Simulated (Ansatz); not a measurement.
```yaml
atoms:
  - { symbol: C, position_ang: [1.3617, -0.0096, -0.0230] }
  - { symbol: C, position_ang: [0.6864, 1.1990, -0.0439] }
  - { symbol: C, position_ang: [-0.7222, 1.2486, 0.0331] }
  - { symbol: C, position_ang: [-1.4084, 0.0043, 0.0497] }
  - { symbol: C, position_ang: [-0.7507, -1.2043, 0.0051] }
  - { symbol: C, position_ang: [0.7502, -1.2220, 0.0140] }
  - { symbol: C, position_ang: [2.8173, 0.0065, 0.0490] }
  - { symbol: H, position_ang: [1.2849, 2.1938, 0.0030] }
  - { symbol: H, position_ang: [-1.2738, 2.1885, -0.0322] }
  - { symbol: H, position_ang: [-2.4481, -0.0091, -0.0149] }
  - { symbol: H, position_ang: [-1.2592, -2.1939, -0.0355] }
  - { symbol: H, position_ang: [1.2080, -2.1536, -0.0299] }
  - { symbol: H, position_ang: [3.3870, -0.9680, -0.0335] }
  - { symbol: H, position_ang: [3.3748, 0.9835, -0.0081] }
```

Basis set: cc-pVDZ (spherical functions). Left uncorrelated: 7 orbitals. Charge 0, multiplicity 2.

Computed with Ansatz (development build ahead of 0.2.0); each method stands on the lowest determinant of its kind that the runs found.

Task: Give the atomization energy at this shape (free ground-state atoms in the same class of orbitals less the molecule, no zero-point energy) of doublet C7H7 by UHF-MP2, UHF.

Result:

```tsv
method	atomization energy
UHF-MP2	1451.92 kcal/mol
UHF	1148.74 kcal/mol
```

Caution: the shape is not the minimum; the unrestricted determinant is spin contaminated.
